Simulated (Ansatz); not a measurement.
`C#CS[SiH3]` + `[CH3][AlH][OH]` → `[CH3][AlH][O][SiH3]` + `C#CS` at 400 K and 1 bar (ligand exchange at the Si–S bond).

Isolated molecules relaxed with PBE0-D4/def2-TZVP in Ansatz; ΔE leaves out vibrations. CCSD(T)/CBS adds triple-zeta CCSD(T) − MP2 to the extrapolated MP2 energy (def2 sets, frozen cores). This one scheme is used for every species. Each species was taken in one conformer, which may not be the lowest.

| species | CCSD(T)/CBS energy (Eh) | H − E (kJ/mol) | S (J/(mol·K)) |
| --- | --- | --- | --- |
| `C#CS[SiH3]` | -765.30294 | 147.6 | 350.1 |
| `[CH3][AlH][OH]` | -358.31021 | 173.0 | 332.2 |
| `[CH3][AlH][O][SiH3]` | -648.63113 | 225.0 | 432.1 |
| `C#CS` | -475.00020 | 91.3 | 281.7 |

H − E and S are ideal-gas, rigid-rotor, harmonic terms from PBE0-D4/def2-TZVP, for one conformer and one mirror image of each species. 1 Eh = 2625.50 kJ/mol, R = 8.31446 J/(mol·K).

Task: By hand: ΔE, ΔH, ΔS and ΔG.

Result: ΔE = (-648.63113) + (-475.00020) − (-765.30294) − (-358.31021) = -0.01818 Eh = -47.7 kJ/mol. Δ(H − E) = 225.0 + 91.3 − 147.6 − 173.0 = -4.3, so ΔH = -52.0 kJ/mol. ΔS = 432.1 + 281.7 − 350.1 − 332.2 = 31.5 J/(mol·K). ΔG = -52.0 − 400 × (31.5)/1000 = -64.6 kJ/mol.

Task: By hand: the equilibrium constant, and the temperature at which ΔG would vanish if ΔH and ΔS stayed fixed.

Result: log₁₀ K = −ΔG/(RT ln 10) = 8.4. ΔH and −TΔS have one sign here, so there is no such temperature.

ΔH outweighs TΔS. A doubt of 5 kJ/mol in ΔE shifts log₁₀ K by 0.7 here. Other conformers and mirror images would add mixing entropy, several J/(mol·K) or more a flexible species. Modes under 60 cm⁻¹, often nearly free rotors, make the harmonic entropy too high. These are equilibria of isolated gas molecules and say nothing of rates. Largest T1 diagnostic: 0.013 (customary marks: 0.02 for closed shells, 0.045 for open ones).
